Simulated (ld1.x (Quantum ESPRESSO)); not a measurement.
# Eu (Z = 63): one change to a PAW potential, before and after

europium (Eu), PAW, made with ld1.x (Quantum ESPRESSO) 7.5 (PBE, scalar-relativistic). Core [Kr] 4d10 4f7, reference 5s2 5p6 5d1 6s1 6p0. Waves: 5s (bound): rcut 2.00, rcutus 2.25 bohr; 6s (bound): rcut 2.00, rcutus 2.25 bohr; 5p (bound): rcut 2.15, rcutus 2.40 bohr; 6p (bound, empty): rcut 2.15, rcutus 2.40 bohr; 5d (bound): rcut 2.65, rcutus 3.30 bohr; 5d channel at 2.15 Ry: rcut 2.65, rcutus 3.30 bohr. Local part: all-electron potential smoothed inside 1.85 bohr (lloc = -2). Core correction: Bessel-smoothed model core inside 1.05 bohr. Augmentation charge: BESSEL, radius 1.85 bohr.

Change: core correction a·sin(br)/r model core, default radius (ld1.x builds one for every PAW set, though the input has nlcc=.false.).

Cutoffs: the cutoffs (Ry, on a coarse ladder) from which the occupation-weighted sum of valence levels, in a spherical-Bessel basis at the reference potential, stays within 10 and 1 mRy of its value at 400 Ry; they do not see the model core or the augmentation charge, which bear on the density cutoff. Errors are all-electron minus pseudo energies relative to the spin-unpolarised reference configuration.

Task: What does the change do?

Result: The potential gets neither clearly harder nor softer (15 Ry and 25 Ry → 15 Ry and 25 Ry); of the 7 tests that both files solve, the error grows in 1 and shrinks in 2 by more than 15 % and 0.3 meV (median size 30.9 → 34.0 meV); neither file shows a bound ghost. A model core, the more so a compact one, raises the density cutoff, which this test does not measure.

```tsv
quantity	base	changed
cutoff, loose	15 Ry	15 Ry
cutoff, tight	25 Ry	25 Ry
bound ghosts	none	none
error for 5s2 5p6 5d0 6s2 6p0, meV [ΔE -2.16 eV]	-8.8	-14
error for 5s2 5p6 5d0 6s1 6p0, meV [ΔE 3.86 eV]	-63	-56
error for 5s2 5p6 5d0 6s0 6p0, meV [ΔE 15.09 eV]	-202	-149
error for 5s2 5p6 5d1 6s0 6p0, meV [ΔE 5.44 eV]	-17	+4.6
error for 5s2 5p6 5d0 6s0 6p2, meV [ΔE 2.97 eV]	-60	-61
error for 5s2 5p6 5d0 6s1 6p1, meV [ΔE 0.34 eV]	-31	-34
error for 5s2 5p6 5d0 6s1.5 6p0, meV [ΔE 0.23 eV]	-28	-31
s: phases at 3.58 bohr within 0.05 rad from the reference energy up to (Ry; the scan ends near 5)	2.9	3.0
p: phases at 3.58 bohr within 0.05 rad from the reference energy up to (Ry; the scan ends near 5)	3.7	3.6
d: phases at 3.58 bohr within 0.05 rad from the reference energy up to (Ry; the scan ends near 5)	4.6	4.6
lowest overlap eigenvalue by channel	s 0.04, p 0.04, d 0.83	s 0.04, p 0.04, d 0.83
```
